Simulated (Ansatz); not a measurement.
Job for Ansatz (a quantum-chemistry and plane-wave program): U-CCSD(T)/def2-SVP on CdH2 (SMILES [CdH2]), a point of a bond scan (R = 3.362 Å). Elements past Kr take the def2 small-core potentials; no spin–orbit coupling.

Ansatz 0.2 input:
```yaml
crystal:
  periodic: [false, false, false]
  atoms:
    - {symbol: Cd, position_ang: [0.00000000, 0.00000000, 0.00000000]}
    - {symbol: H, position_ang: [0.00000000, 0.00000000, 3.36233624]}
    - {symbol: H, position_ang: [-0.00000000, -0.00000000, -1.68116812]}
basis:
  gaussian:
    orbitals: def2-SVP
correlation: {method: ccsd_t, electrons: outside_noble_gas}
scf: {omitted_lower_state_checks: [cluster_reference]}
magnetization: {spin_polarized: true, initial_magnetization: 0}
```

The head of its log:

```
WARN ansatz: RAYON_NUM_THREADS=1 ignored (pool sized by the plan → 1); use --threads N
Functional definition: HF
these checks for a lower state are left out or cut short: cluster_reference
integrals: 0.02 GiB planned
430 factors; integrals over basis functions are off by at most 7.2e-4 eV
mean field: 0.08 GiB planned
mean field evaluation 1: about -4564.7413 eV, gradient 9.7e0 eV
mean field evaluation 2: about -4564.8002 eV, gradient 9.8e0 eV
mean field evaluation 4: about -4566.5595 eV, gradient 1.2e0 eV
mean field evaluation 8: about -4566.5814 eV, gradient 4.9e-2 eV
mean field evaluation 16: about -4567.9113 eV, gradient 2.7e-1 eV
mean field evaluation 32: about -4567.9087 eV, gradient 3.8e-1 eV
mean field evaluation 64: about -4561.9136 eV, gradient 1.4e1 eV
mean field evaluation 96: about -4561.9136 eV, gradient 1.4e1 eV
mean field -4567.91337993 eV, -167.8677204694 hartree, gradient 2.1e-6 eV, S^2 0.910874; 7 other end points of the search recorded, 0 dependent functions left out
4 core orbitals not correlated
reference -4567.91337993 eV, -167.8677204694 hartree; 7, 7 occupied and 30, 30 virtual orbitals, 430 factors
```

Q: Predict the final total energy.

A: -168.1533 hartree (reference determinant -167.8677, T1 diagnostic 0.032). Its determinant has ⟨S²⟩ = 0.91, a mixture of spin states.
